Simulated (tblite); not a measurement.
Record of a relaxation.

Compound: C5H6BrFO2.
Numbering: `[F:1][C@@H:2]([Br:3])[CH2:4][O:5][C:6]1=[CH:7][CH2:8][O:9]1` (hydrogens: H10 on C2; H11, H12 on C4; H13 on C7; H14, H15 on C8)

Computed with GFN2-xTB (tblite), gas phase: L-BFGS steps from a force-field or distance-geometry start until the largest atomic force falls under 0.01 eV/Å. 13 of its 66 geometries are shown.

Step 0: E = -833.3639 eV, largest atomic force 6.189 eV/Å
```
atom  x, y, z in Å  |  force x, y, z in eV/Å
F1      3.531    0.957   -1.385   -0.697  -0.448   0.420
C2      2.696    0.120   -0.674    0.903  -0.172  -0.283
Br3     3.259    0.143    1.195    0.083   0.000  -0.038
C4      1.262    0.550   -0.738   -1.751  -0.418   0.340
O5      0.511   -0.403    0.055   -1.627   0.688  -0.202
C6     -0.886   -0.252    0.166    3.693  -0.183  -0.421
C7     -1.831   -1.051    0.541   -1.396  -5.693   1.986
C8     -2.831   -0.002    0.330   -1.593  -0.746  -0.063
O9     -1.739    0.759   -0.056    1.067   4.916  -1.523
H10     2.876   -0.913   -1.043   -0.183   0.475   0.130
H11     1.102    1.532   -0.264    0.199   0.025  -0.488
H12     0.839    0.490   -1.766    0.460   0.386   0.314
H13    -1.901   -2.092    0.902    0.129   0.884  -0.301
H14    -3.369    0.338    1.241    0.340   0.079  -0.676
H15    -3.524   -0.169   -0.536    0.372   0.206   0.805
```

Step 5: E = -833.9681 eV, largest atomic force 0.421 eV/Å
```
atom  x, y, z in Å  |  force x, y, z in eV/Å
F1      3.479    0.945   -1.369   -0.337   0.055   0.050
C2      2.678    0.111   -0.661   -0.101  -0.071   0.110
Br3     3.270    0.142    1.196    0.032  -0.027   0.038
C4      1.205    0.532   -0.717    0.028   0.127  -0.070
O5      0.454   -0.384    0.053    0.326  -0.080   0.011
C6     -0.874   -0.269    0.166    0.289  -0.302   0.046
C7     -1.822   -1.124    0.554   -0.167  -0.120   0.017
C8     -2.805   -0.012    0.319   -0.162  -0.061   0.020
O9     -1.680    0.821   -0.075   -0.062   0.051  -0.057
H10     2.862   -0.900   -1.040   -0.158  -0.063   0.051
H11     1.112    1.544   -0.306   -0.055   0.120  -0.065
H12     0.865    0.525   -1.761    0.016   0.074  -0.047
H13    -1.896   -2.124    0.913    0.054   0.012  -0.023
H14    -3.342    0.356    1.194    0.188   0.213  -0.012
H15    -3.510   -0.154   -0.501    0.112   0.073  -0.068
```

Step 11: E = -834.0212 eV, largest atomic force 0.196 eV/Å
```
atom  x, y, z in Å  |  force x, y, z in eV/Å
F1      3.405    0.966   -1.365    0.086  -0.045  -0.029
C2      2.649    0.110   -0.643   -0.061   0.061   0.005
Br3     3.276    0.132    1.205   -0.026   0.012  -0.047
C4      1.190    0.545   -0.712   -0.042  -0.004   0.019
O5      0.477   -0.400    0.056   -0.012  -0.052   0.000
C6     -0.852   -0.313    0.171    0.060  -0.038  -0.026
C7     -1.822   -1.147    0.554   -0.070  -0.085   0.068
C8     -2.787   -0.015    0.314    0.073   0.049  -0.039
O9     -1.639    0.786   -0.089   -0.019   0.139  -0.081
H10     2.805   -0.909   -1.017   -0.024   0.109   0.004
H11     1.089    1.568   -0.323   -0.087  -0.082   0.063
H12     0.870    0.544   -1.766   -0.046  -0.036   0.075
H13    -1.892   -2.145    0.915   -0.044  -0.012   0.010
H14    -3.286    0.418    1.186    0.117  -0.050  -0.149
H15    -3.487   -0.132   -0.519    0.094   0.034   0.127
```

Step 16: E = -834.0421 eV, largest atomic force 0.176 eV/Å
```
atom  x, y, z in Å  |  force x, y, z in eV/Å
F1      3.400    0.969   -1.377   -0.011   0.014   0.020
C2      2.630    0.139   -0.641    0.031  -0.051  -0.012
Br3     3.266    0.134    1.198    0.018   0.086   0.047
C4      1.169    0.548   -0.698   -0.021  -0.032   0.025
O5      0.495   -0.436    0.057   -0.008  -0.031  -0.021
C6     -0.834   -0.348    0.165    0.012   0.004   0.012
C7     -1.820   -1.155    0.565    0.081   0.026  -0.061
C8     -2.749   -0.003    0.298   -0.003  -0.003  -0.002
O9     -1.595    0.767   -0.124    0.145  -0.098   0.020
H10     2.756   -0.883   -1.004    0.083  -0.064  -0.100
H11     1.026    1.556   -0.290   -0.070  -0.018   0.042
H12     0.840    0.534   -1.746   -0.051   0.060   0.003
H13    -1.914   -2.156    0.919   -0.038   0.061   0.025
H14    -3.219    0.454    1.163   -0.068   0.072   0.091
H15    -3.455   -0.110   -0.519   -0.099  -0.026  -0.089
```

Step 22: E = -834.0542 eV, largest atomic force 0.118 eV/Å
```
atom  x, y, z in Å  |  force x, y, z in eV/Å
F1      3.394    0.981   -1.377   -0.070  -0.004  -0.009
C2      2.628    0.141   -0.649   -0.006   0.034   0.063
Br3     3.264    0.168    1.200   -0.008  -0.006  -0.092
C4      1.159    0.535   -0.687    0.006  -0.028  -0.015
O5      0.506   -0.477    0.048    0.018  -0.070  -0.029
C6     -0.818   -0.374    0.167   -0.024  -0.043  -0.025
C7     -1.822   -1.161    0.560   -0.033   0.047   0.035
C8     -2.731    0.011    0.286   -0.018  -0.037   0.015
O9     -1.554    0.750   -0.141   -0.074  -0.030   0.025
H10     2.765   -0.882   -1.024    0.052   0.095   0.046
H11     0.978    1.527   -0.252    0.095  -0.034   0.052
H12     0.808    0.552   -1.728    0.016  -0.009  -0.036
H13    -1.942   -2.149    0.939   -0.018   0.029   0.015
H14    -3.192    0.485    1.152    0.020   0.009  -0.042
H15    -3.449   -0.100   -0.526    0.045   0.046  -0.003
```

Step 27: E = -834.0684 eV, largest atomic force 0.131 eV/Å
```
atom  x, y, z in Å  |  force x, y, z in eV/Å
F1      3.345    1.030   -1.389   -0.043   0.017  -0.043
C2      2.626    0.155   -0.654   -0.020   0.007  -0.027
Br3     3.269    0.219    1.177    0.079  -0.021   0.102
C4      1.146    0.497   -0.676   -0.005   0.028   0.028
O5      0.505   -0.562    0.007   -0.028   0.013  -0.073
C6     -0.816   -0.426    0.159    0.012   0.004  -0.029
C7     -1.844   -1.168    0.576    0.019  -0.006   0.031
C8     -2.713    0.024    0.277    0.013   0.060  -0.004
O9     -1.515    0.717   -0.160    0.059   0.013  -0.055
H10     2.813   -0.857   -1.026    0.017   0.000  -0.024
H11     0.966    1.456   -0.175   -0.031   0.012   0.021
H12     0.783    0.582   -1.711    0.065  -0.072   0.022
H13    -1.994   -2.139    0.985   -0.026  -0.012  -0.003
H14    -3.156    0.541    1.124   -0.069  -0.009   0.042
H15    -3.419   -0.062   -0.547   -0.041  -0.035   0.013
```

Step 32: E = -834.0737 eV, largest atomic force 0.079 eV/Å
```
atom  x, y, z in Å  |  force x, y, z in eV/Å
F1      3.319    1.049   -1.401    0.015   0.015   0.031
C2      2.628    0.161   -0.653    0.024   0.007   0.039
Br3     3.291    0.227    1.185    0.035  -0.007  -0.070
C4      1.146    0.488   -0.668    0.003  -0.036   0.007
O5      0.500   -0.588   -0.020   -0.013  -0.004   0.021
C6     -0.818   -0.438    0.149   -0.009   0.013  -0.011
C7     -1.851   -1.163    0.587    0.018   0.013  -0.010
C8     -2.709    0.036    0.277   -0.024  -0.038   0.017
O9     -1.506    0.711   -0.173   -0.024  -0.019   0.013
H10     2.834   -0.847   -1.031   -0.016   0.014   0.015
H11     0.959    1.438   -0.151   -0.049  -0.042  -0.026
H12     0.796    0.577   -1.707    0.037   0.028  -0.005
H13    -2.014   -2.133    0.996   -0.002   0.040  -0.019
H14    -3.162    0.552    1.121    0.026   0.037   0.004
H15    -3.418   -0.061   -0.544   -0.022  -0.019  -0.005
```

Step 38: E = -834.0770 eV, largest atomic force 0.032 eV/Å
```
atom  x, y, z in Å  |  force x, y, z in eV/Å
F1      3.304    1.068   -1.396    0.009  -0.001   0.015
C2      2.632    0.167   -0.646    0.012  -0.003   0.009
Br3     3.324    0.233    1.174    0.016   0.002   0.009
C4      1.146    0.473   -0.661    0.000   0.013  -0.011
O5      0.494   -0.612   -0.036    0.001  -0.010  -0.010
C6     -0.821   -0.447    0.139   -0.015  -0.013   0.009
C7     -1.855   -1.159    0.593   -0.028   0.007  -0.002
C8     -2.711    0.040    0.277    0.000   0.002  -0.004
O9     -1.504    0.705   -0.184   -0.020  -0.007  -0.012
H10     2.845   -0.836   -1.032    0.003  -0.002  -0.006
H11     0.933    1.413   -0.137    0.007   0.027   0.015
H12     0.817    0.580   -1.704   -0.016  -0.008  -0.026
H13    -2.030   -2.125    1.003    0.014  -0.013   0.007
H14    -3.154    0.574    1.117    0.019  -0.002  -0.017
H15    -3.424   -0.066   -0.539   -0.001   0.010   0.024
```

Step 43: E = -834.0775 eV, largest atomic force 0.019 eV/Å
```
atom  x, y, z in Å  |  force x, y, z in eV/Å
F1      3.306    1.070   -1.392    0.003  -0.001   0.003
C2      2.633    0.167   -0.644   -0.011   0.002  -0.012
Br3     3.332    0.232    1.175   -0.009  -0.002   0.006
C4      1.146    0.474   -0.662    0.003  -0.002   0.002
O5      0.491   -0.612   -0.040    0.004   0.004  -0.002
C6     -0.824   -0.449    0.138    0.005   0.001  -0.017
C7     -1.858   -1.160    0.594    0.010  -0.008   0.001
C8     -2.712    0.040    0.278   -0.002   0.004  -0.002
O9     -1.508    0.702   -0.189    0.001   0.004  -0.014
H10     2.845   -0.835   -1.032    0.003   0.003   0.003
H11     0.933    1.414   -0.137    0.006  -0.009  -0.010
H12     0.818    0.579   -1.707    0.005   0.006   0.017
H13    -2.028   -2.127    1.004   -0.002  -0.005   0.010
H14    -3.150    0.577    1.116    0.000   0.003   0.012
H15    -3.429   -0.065   -0.535   -0.016   0.000   0.001
```

Step 49: E = -834.0778 eV, largest atomic force 0.028 eV/Å
```
atom  x, y, z in Å  |  force x, y, z in eV/Å
F1      3.308    1.072   -1.387   -0.003   0.004  -0.005
C2      2.634    0.167   -0.643    0.013  -0.004   0.017
Br3     3.331    0.231    1.178   -0.013  -0.004   0.000
C4      1.147    0.474   -0.662   -0.005   0.004  -0.001
O5      0.491   -0.614   -0.045   -0.016   0.009  -0.012
C6     -0.826   -0.452    0.128   -0.003   0.005   0.013
C7     -1.859   -1.161    0.593    0.004   0.005  -0.004
C8     -2.714    0.040    0.277    0.001  -0.015   0.004
O9     -1.511    0.698   -0.202    0.003  -0.017   0.003
H10     2.849   -0.833   -1.031   -0.001  -0.008  -0.004
H11     0.935    1.413   -0.136   -0.004   0.001   0.013
H12     0.820    0.583   -1.706    0.001  -0.001  -0.016
H13    -2.027   -2.125    1.011    0.004   0.027  -0.007
H14    -3.143    0.580    1.120    0.015   0.000  -0.003
H15    -3.441   -0.065   -0.527    0.004  -0.007   0.002
```

Step 54: E = -834.0781 eV, largest atomic force 0.014 eV/Å
```
atom  x, y, z in Å  |  force x, y, z in eV/Å
F1      3.308    1.075   -1.385    0.004  -0.003   0.007
C2      2.634    0.168   -0.641   -0.005   0.001  -0.004
Br3     3.326    0.229    1.180   -0.004  -0.002   0.004
C4      1.147    0.474   -0.663    0.002  -0.002  -0.005
O5      0.489   -0.616   -0.051    0.006  -0.011  -0.007
C6     -0.826   -0.454    0.124    0.002   0.000  -0.006
C7     -1.858   -1.160    0.592    0.000   0.002   0.008
C8     -2.713    0.039    0.276    0.000   0.006   0.000
O9     -1.512    0.693   -0.213   -0.004   0.011   0.002
H10     2.851   -0.832   -1.031   -0.004   0.004   0.000
H11     0.933    1.410   -0.132   -0.001   0.001  -0.004
H12     0.822    0.586   -1.708    0.003   0.007  -0.002
H13    -2.027   -2.121    1.017    0.004  -0.011   0.008
H14    -3.131    0.584    1.121   -0.005   0.002   0.000
H15    -3.447   -0.066   -0.521    0.004  -0.005  -0.001
```

Step 60: E = -834.0785 eV, largest atomic force 0.037 eV/Å
```
atom  x, y, z in Å  |  force x, y, z in eV/Å
F1      3.318    1.074   -1.370    0.009   0.008   0.004
C2      2.634    0.167   -0.638    0.000   0.001  -0.003
Br3     3.307    0.217    1.192   -0.005  -0.008  -0.011
C4      1.148    0.477   -0.672   -0.005   0.013  -0.004
O5      0.485   -0.620   -0.077   -0.012   0.031  -0.007
C6     -0.828   -0.452    0.112    0.002  -0.013   0.007
C7     -1.853   -1.156    0.600    0.001  -0.004  -0.006
C8     -2.714    0.038    0.281    0.008  -0.008   0.013
O9     -1.520    0.692   -0.224    0.016  -0.033  -0.004
H10     2.848   -0.832   -1.032    0.010  -0.010   0.008
H11     0.932    1.409   -0.134   -0.013  -0.011   0.003
H12     0.833    0.601   -1.718    0.001  -0.006   0.000
H13    -2.014   -2.116    1.031    0.003   0.024  -0.007
H14    -3.125    0.589    1.125   -0.023   0.005  -0.003
H15    -3.455   -0.080   -0.509    0.008   0.011   0.011
```

Step 65: E = -834.0788 eV, largest atomic force 0.008 eV/Å
```
atom  x, y, z in Å  |  force x, y, z in eV/Å
F1      3.324    1.076   -1.360    0.000   0.003  -0.001
C2      2.633    0.167   -0.637    0.004   0.002   0.003
Br3     3.293    0.209    1.197   -0.001  -0.007   0.002
C4      1.147    0.479   -0.678   -0.001  -0.003  -0.001
O5      0.483   -0.624   -0.097    0.002  -0.007   0.004
C6     -0.828   -0.455    0.104   -0.001   0.002   0.000
C7     -1.849   -1.154    0.606    0.003   0.000   0.001
C8     -2.712    0.038    0.285   -0.001  -0.001  -0.002
O9     -1.521    0.687   -0.234    0.000   0.004   0.004
H10     2.849   -0.831   -1.032    0.004   0.003  -0.001
H11     0.925    1.404   -0.132   -0.003   0.005  -0.004
H12     0.839    0.612   -1.725   -0.001   0.000  -0.007
H13    -2.008   -2.111    1.043   -0.003  -0.002   0.005
H14    -3.121    0.597    1.125    0.003  -0.002  -0.001
H15    -3.457   -0.085   -0.500   -0.003   0.003  -0.003
```

Q: Summarise the path.

A: The energy falls by 68.98 kJ/mol from step 0 to step 65; nine tenths of that is first reached at step 8. It falls at every step. The largest force goes from 6.189 to 0.008 eV/Å. Among the bonds O5–C6 changes most, from 1.410 to 1.337 Å; the atoms move by 0.201 Å rms after alignment.

The cost below is that of the whole relaxation. The run took 0.77 s on one thread, Arm Neoverse N1 (aarch64) (shared host).
